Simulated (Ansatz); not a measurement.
Calculated with Ansatz (gas phase, PBE0-D4/def2-TZVP geometries, no zero-point term in ΔE). CCSD(T)/CBS adds triple-zeta CCSD(T) − MP2 to the extrapolated MP2 energy (def2 sets, frozen cores). Functionals use def2-TZVPP. One conformer a species, not always the lowest.

Consider the ligand exchange at the Si–S bond: `O[SiH2]S[SiH2]Cl` + `C[SiH](S)Cl` → `C[SiH](Cl)S[SiH2]Cl` + `O[SiH2]S`.

```
             level  ΔE (kJ/mol)
         r2SCAN-D4          0.7
            B2PLYP          0.3
     HF/def2-TZVPP          1.1
CCSD(T)/def2-TZVPP         -0.3
```

Question: What does CCSD(T)/CBS give? (Best estimate.)

Answer: The calculation gave: -0.7 kJ/mol. The listed levels differ from it by 1.4, 1.0, 1.8, 0.4 kJ/mol.

Largest T1 diagnostic among the species: 0.011.
